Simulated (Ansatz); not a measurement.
Start from `N=C(N)[SiH3]` and change one atom or group to get `N=C([SiH3])O[SiH3]`.

Ansatz, PBE0-D4/def2-TZVP geometries, multiplicity 1. Each molecule was computed in one conformer, which needn't be the lowest.

```
                                      property  `N=C(N)[SiH3]`
             HOMO energy (PBE/def2-TZVPP) / eV           -5.88
size of the dipole moment (PBE/def2-TZVPP) / D            3.24
            HOMO energy (PBE0/def2-TZVPP) / eV           -7.16
             LUMO energy (PBE/def2-TZVPP) / eV           -0.97
         HOMO–LUMO gap (B3LYP/def2-TZVPP) / eV            6.72
            LUMO energy (PBE0/def2-TZVPP) / eV            0.00
```

Q: Give the same properties after the change, and the shifts. (Estimate.)

A: Ansatz gave: 
```json
{"property": "HOMO energy (PBE/def2-TZVPP) / eV", "`N=C([SiH3])O[SiH3]`": "-6.55", "shift": "-0.67"}
{"property": "size of the dipole moment (PBE/def2-TZVPP) / D", "`N=C([SiH3])O[SiH3]`": "1.32", "shift": "-1.92"}
{"property": "HOMO energy (PBE0/def2-TZVPP) / eV", "`N=C([SiH3])O[SiH3]`": "-7.95", "shift": "-0.79"}
{"property": "LUMO energy (PBE/def2-TZVPP) / eV", "`N=C([SiH3])O[SiH3]`": "-1.64", "shift": "-0.67"}
{"property": "HOMO–LUMO gap (B3LYP/def2-TZVPP) / eV", "`N=C([SiH3])O[SiH3]`": "6.89", "shift": "0.17"}
{"property": "LUMO energy (PBE0/def2-TZVPP) / eV", "`N=C([SiH3])O[SiH3]`": "-0.61", "shift": "-0.61"}
```

With PBE0 the HOMO falls by 0.79 eV and the LUMO falls by 0.61 eV, so the gap widens by about 0.18 eV. PBE moves the HOMO by -0.67 eV and ωB97M-V by -0.82 eV. Dipoles are sizes alone; their direction can turn.

B3LYP here is the variant with VWN-RPA as its local correlation; programs differ in this.
